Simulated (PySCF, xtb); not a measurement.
Ti(F)4 anion (F₄Ti), SMILES [F][Ti]([F])([F])[F] (connectivity only; charge and spin as stated), charge -1, multiplicity 2.

Harmonic wavenumbers (cm⁻¹) from GFN2-xTB in xtb at its own minimum, in rising order: 104, 180, 180, 202, 212, 438, 442, 510, 511.

Question: What does B3LYP-D3(BJ)/def2-SVPD in PySCF 2.14.0 give at its own minimum? (An estimate is asked for; the answer gives what the named calculation found.)

Answer: 118, 161, 175, 188, 188, 556, 573, 628, 628. Paired by order, the mean absolute difference is 62 cm⁻¹ and the zero-point energies are 4.0 and 4.6 kcal/mol.
